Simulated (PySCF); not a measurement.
# Energy of Hf²⁺ (hafnium, charge +2) between two integer charges

The 5d alpha orbital of [Xe] 4f14 5d2 is emptied in steps (occupation f), with all orbitals relaxed, ending at [Xe] 4f14 5d1. All numbers are calculated (PySCF 2.14, scalar relativity through the core potential, in aug-cc-pVDZ-PP with ECP60MDF (5s5p4d2f, 54 functions)). The exact energy is a straight line in f; departures are measured from the line between the end points of the same method.

```tsv
f	UHF (eV)	PBE (eV)
1	0.000	0.000
0.9	0.037	-0.446
0.7	0.086	-1.043
0.5	0.100	-1.247
0.3	0.082	-1.052
0.1	0.035	-0.452
0	0.000	0.000
```

```
method  E(f=0) − E(f=1) (eV)  −ε at f=1 (eV)  −ε at f=0.5 (eV)
   UHF                21.518          21.939            21.508
   PBE                22.614          17.700            22.587
```

Orbital energy along the path (eV):

| f | UHF | PBE |
| --- | --- | --- |
| 1 | -21.939 | -17.700 |
| 0.9 | -21.847 | -18.677 |
| 0.7 | -21.672 | -20.603 |
| 0.5 | -21.508 | -22.587 |
| 0.3 | -21.353 | -24.599 |
| 0.1 | -21.207 | -26.628 |
| 0 | -21.137 | -27.644 |

Reference removal energy between the ground levels: 22.55 ± 0.04 eV (theoretical estimate listed by NIST; NIST Atomic Spectra Database, ionization energies). The calculation has no spin-orbit coupling. UHF lacks correlation.
